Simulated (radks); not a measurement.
Problem. The mean radii <r> (bohr) of the occupied orbitals of an atom or ion are listed with their occupations. All-electron calculation, Dirac Kohn-Sham, PBE, spin-unpolarised, spherical densities, point nucleus. Program: a radial shooting solver on a logarithmic mesh with Libxc functionals.

| orbital | occ. | <r> |
|---|---|---|
| 1s1/2 | 2 | 0.03241 |

Name the element and its charge. Open shells, if any, are shared by 2j + 1.

Solution. Z = 45, rhodium, charge +43: Rh43+ in [He]. The 1s radius gives Z: for a bare nucleus <r> = (2 gamma + 1)/(2Z) with gamma = sqrt(1 - (Z/c)^2), 0.0321 bohr for Z = 45, and screening makes it slightly larger (0.03241 here). The occupations add up to 2, and the charge is Z minus that.
